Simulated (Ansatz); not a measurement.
Ideal-gas functions of CH₅NOSi (`OC1N[SiH2]1`) at 500 K and 1 bar, from an Ansatz frequency run at PBE0-D4/def2-TZVP.

Molar mass 75.14 g/mol, point group C1 (symmetry number 1), electronic degeneracy 1, moments of inertia 38.673, 106.058, 125.504 u Å². Harmonic wavenumbers (cm⁻¹, unscaled): 247, 310, 355, 432, 562, 631, 675, 745, 779, 942, 992, 1073, 1130, 1160, 1272, 1395, 2248, 2262, 3091, 3612, 3825.

Use S(trans) = R[1.5 ln M + 2.5 ln T − 1.1517]; rotational temperatures θ = 24.2544 K / I; S(rot) = R[ln(√π/σ · √(T³/θAθBθC)) + 1.5]; for each mode x = 1.438777 ν̃/T, S = R[x/(eˣ − 1) − ln(1 − e⁻ˣ)] and H = RT x/(eˣ − 1); 1 cm⁻¹ = 0.0119627 kJ/mol; R = 8.31446 J/(mol·K).

By hand: the entropy, in J/(mol·K).

Translation 173.5. Rotation: θ = 0.6272, 0.2287, 0.1933 K, giving 109.6. Vibration, mode by mode: 11.33, 9.53, 8.49, 7.02, 5.17, 4.41, 3.99, 3.40, 3.15, 2.18, 1.94, 1.62, 1.42, 1.32, 1.02, 0.77, 0.10, 0.09, 0.01, 0.00, 0.00, in all 67.0. Electronic 0.0. Sum 350.1 J/(mol·K).

By hand: H − E and G − E in kJ/mol, counted from the electronic energy.

Zero-point energy ½ × 27738 × 0.0119627 = 165.9; thermal vibration 20.7; translation, rotation and pV give 4 RT = 16.6. H − E = 203.2 kJ/mol, and G − E = 203.2 − 500 × 350.1/1000 = 28.2 kJ/mol.

Vibration gives 19 % of the entropy. The sum counts one conformer and one mirror image; others add a mixing term.
